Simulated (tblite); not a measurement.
C₇H₁₂O₂, singlet, geometry from GFN2-xTB; GFN1-xTB in tblite.

The tblite input:
```
$ tblite run mol.xyz --method gfn1 --charge 0 --spin 0 --spin-polarized --json tblite.json --no-restart

# file mol.xyz
21

C      2.49886392     0.41496650    -0.09857295
C      1.75635094    -0.54116509     0.44818952
C      2.30767317    -1.66965171     1.25949003
C      0.27403095    -0.56287619     0.29342406
O     -0.43535927    -1.41048866     0.78168372
O     -0.18309323     0.44933142    -0.44899844
C     -1.60130035     0.52108135    -0.66381330
C     -1.81606096     1.27894483    -1.96591546
C     -2.26883926     1.21046334     0.52176712
H      2.05916548     1.20921452    -0.67532085
H      3.57006251     0.42803160     0.01644383
H      3.38867609    -1.60073342     1.33850803
H      2.03584880    -2.61958287     0.80227429
H      1.86822066    -1.65670854     2.25547410
H     -1.98086283    -0.50600044    -0.74763162
H     -1.42574453     2.28935404    -1.87467858
H     -2.87692297     1.32634783    -2.19360694
H     -1.30062128     0.77927304    -2.78199954
H     -2.09719264     0.63641320     1.42903669
H     -1.85827709     2.20935727     0.65170196
H     -3.33904245     1.28371330     0.35090193
```

It wrote (shortened):

```
xTB calculator
 | screened Coulomb repulsion
 | Coulomb electrostatics
 |  * isotropic Klopman-Ohno-Mataga-Nishimoto electrostatics
 |  * onsite third-order electrostatics
 | DFT-D3(BJ) dispersion correction
 | Interactions (1)
 | [1] spin polarization

halogen bonding energy    0.0000000000000E+00 Eh
repulsion energy          3.7145999920647E-01 Eh
dispersion energy        -8.4869482408391E-03 Eh
interaction energy        0.0000000000000E+00 Eh
number of electrons       5.2000000000000E+01 e
integral cutoff           1.9731147476801E+01 bohr

------------------------------------------------------------
  cycle        total energy    energy error   density error
------------------------------------------------------------
      1     -30.34278407200  -3.0705757E+01   4.4302046E-01
      2     -30.67354745539  -3.3076338E-01   2.4546599E-01
      3     -30.67682074193  -3.2732865E-03   9.3304888E-02
      4     -30.67931793235  -2.4971904E-03   1.4838108E-02
      5     -30.68071139402  -1.3934617E-03   2.1078691E-03
      6     -30.68073522884  -2.3834820E-05   7.2991747E-04
      7     -30.68073738027  -2.1514324E-06   2.2760921E-04
      8     -30.68073777487  -3.9459354E-07   7.1438749E-05
      9     -30.68073781791  -4.3044412E-08   1.0323336E-05
------------------------------------------------------------

electronic energy        -3.1043710868876E+01 Eh
total energy             -3.0680737817910E+01 Eh

Post processing:
 | Mayer-Wiberg bond orders

[Info] JSON dump of results written to 'tblite.json'
```
